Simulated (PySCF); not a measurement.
Ga(Cl)2(OMe) (CH₃Cl₂GaO), SMILES C[O][Ga]([Cl])[Cl]. Atoms are numbered in the order given.

```xyz
8

Ga    -0.0713     0.1251     0.0000
Cl    -0.5369     2.2091     0.0000
Cl     1.9633    -0.5764     0.0000
O     -1.4152    -1.0470     0.0000
C     -1.2042    -2.4527     0.0000
H     -1.6804    -2.9008    -0.8995
H     -1.6804    -2.9008     0.8995
H     -0.1290    -2.7406     0.0000
```
Charge 0, spin multiplicity 1.

Geometry optimised at PBE-D3(BJ)/def2-SVP. The structure was generated by enumeration; whether it is a known compound was not checked. One conformer was computed; it need not be the lowest.

Computed with PBE0/def2-TZVP run with PySCF.

ESP charges are fitted to the potential on shells at 1.4 to 2.0 van der Waals radii. Atomic charges (e):

```tsv
atom	Mulliken	ESP fit
Ga1	0.68	0.69
Cl2	-0.24	-0.22
Cl3	-0.26	-0.23
O4	-0.35	-0.42
C5	-0.21	0.03
H6	0.13	0.06
H7	0.13	0.06
H8	0.12	0.03
```
